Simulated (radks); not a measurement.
Values are calculated unless marked as measured or tabulated.
Question: These are the eigenvalues of the occupied orbitals of an atom or ion with whole-number occupations (hartree). Level of theory: non-relativistic Kohn-Sham, PBE, spin-polarised, spherical densities, point nucleus (a radial shooting solver on a logarithmic mesh with Libxc functionals).

| orbital | eigenvalue |
|---|---|
| 1s down | -1306.937 |
| 1s up | -1306.937 |
| 2s up | -200.8844 |
| 2s down | -200.8833 |
| 2p up | -189.5413 |
| 2p down | -189.5406 |
| 3s up | -42.28652 |
| 3s down | -42.28609 |
| 3p up | -37.43539 |
| 3p down | -37.43493 |
| 3d up | -28.40720 |
| 3d down | -28.40641 |
| 4s up | -8.16637 |
| 4s down | -8.16501 |
| 4p up | -6.39529 |
| 4p down | -6.39405 |
| 4d up | -3.31625 |
| 4d down | -3.31506 |
| 5s up | -1.04832 |
| 5s down | -1.03306 |
| 5p up | -0.60093 |
| 5p down | -0.57966 |
| 5d up | -0.04327 |

Which element is it, and in what charge state? The configuration may be excited. Open shells, if any, are filled with parallel spins first.

Answer: Z = 56, barium, charge 0: Ba in [Xe] 5d2. The list shows which subshells hold electrons but not how many an open one holds; the 1s level, -1306.9 hartree, gives Z - s = 51.1 by -(Z - s)^2/2, which with screening narrows Z to a few neighbours, and the depths of the outer levels then fix element, charge and occupations together.
